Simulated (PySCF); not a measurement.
## How methods differ on the excitation energy of S⁺

S⁺ [Ne] 3s2 3p3 (4S) → S⁺ [Ne] 3s1 3p3 3d1 (6D), as a difference of total energies. All numbers are calculated (PySCF 2.14, no relativity, point nucleus, in aug-cc-pwCVQZ (10s9p7d5f3g, 134 functions)). Correlated levels: valence: [Ne] frozen; valence and next inner shell: 1s2 frozen; nothing frozen. The calculations carry no spin-orbit coupling.

```tsv
method	excitation energy (eV)
UHF	18.072
LDA	20.212
PBE	19.986
PBE0	19.888
r2SCAN	19.388
PW91	19.990
PBEsol	19.851
BHandHLYP	20.508
MP2 (valence)	19.829
SCS-MP2 (valence)	20.365
MP2 (valence and next inner shell)	20.064
SCS-MP2 (valence and next inner shell)	20.543
MP2 (all electrons)	20.059
SCS-MP2 (all electrons)	20.540
```

Q: How much does correlation contribute at MP2 (all electrons)?

A: 20.059 − (18.072) = 1.987 eV, measured against UHF.

The promoted electron is Rydberg-like, and one or two diffuse shells describe it only roughly, which tends to raise the upper state.
